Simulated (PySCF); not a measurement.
## Core-level binding energies of `CC(C)[Si@H](O)N(C)C`

Species: C₅H₁₅NOSi.
Atom-mapped SMILES: `[CH3:1][CH:2]([CH3:3])[Si@H:4]([OH:5])[N:6]([CH3:7])[CH3:8]`

Level of theory: delta-SCF UKS SCAN, pcX-2 on the ionised atom, pcseg-1 elsewhere, spin-free X2C in PySCF 2.14.0. Binding energies are ΔSCF values: E(core-ionised, relaxed orbitals) − E(ground state) at a fixed geometry, referred to the vacuum level.

Problem. What binding energy does each computed site have?

Solution. 
```csv
atom(s),bonded to,level,binding energy (eV),2p1/2 (eV),above the level's lowest (eV),count
Si4,"O, N, C and H",Si 2p3/2,106.65,107.28,0.00,1
C2,"2 C, H and Si",C 1s,289.94,–,0.00,1
C1,C and 3 H,C 1s,290.40,–,+0.46,1
C3,C and 3 H,C 1s,290.49,–,+0.55,1
C7/C8,N and 3 H,C 1s,291.32,–,+1.38,2
N6,2 C and Si,N 1s,404.10,–,0.00,1
O5,H and Si,O 1s,538.03,–,0.00,1
Si4,"O, N, C and H",Si 1s,1846.63,–,0.00,1
```

The listed C 1s values span 1.38 eV, from C2 (bonded to 2 C, H and Si) to C7/C8 (bonded to N and 3 H). The widest gap between neighbouring values is 0.83 eV, between 290.49 and 291.32 eV. Summing the Pauling electronegativity differences to the bonded atoms, each weighted by its formal bond order, gives -1.00 for the lowest site and -0.56 for the highest; no listed site has a larger sum than the highest. The smallest sum, -1.05, belongs to C1, 0.46 eV above the lowest.

Problem. Give the binding energy of Si 1s of Si4 in hartree and in kJ/mol.

Solution. 1846.63 eV = 67.8624 Eh = 178173 kJ/mol.

Problem. Which photon wavelength matches the Si 1s of Si4 threshold?

Solution. λ = hc/E = 12398.42 eV Å / 1846.63 eV = 6.714 Å.

One atom of each set of topologically equivalent atoms was ionised and stands for the set; in this conformer not all members are related by symmetry, and their own values weren't computed. 2p3/2 and 2p1/2 are the ΔSCF energy of one spin-free 2p hole plus the eigenvalues of a spin–orbit and ligand-field matrix of the shell. 2p1/2 minus 2p3/2 (ligand field included): Si 0.62 eV. Geometry: PBE0-D3(BJ)/def2-SVP, one conformer, isolated molecule.

Shape of the structure used: `[CH3:1][CH:2]([CH3:3])[Si@H:4]([OH:5])[N:6]([CH3:7])[CH3:8]`: C1–C2–Si4–O5 -63°, C2–Si4–N6–C7 167°, H–O5–Si4–C2 -68°.
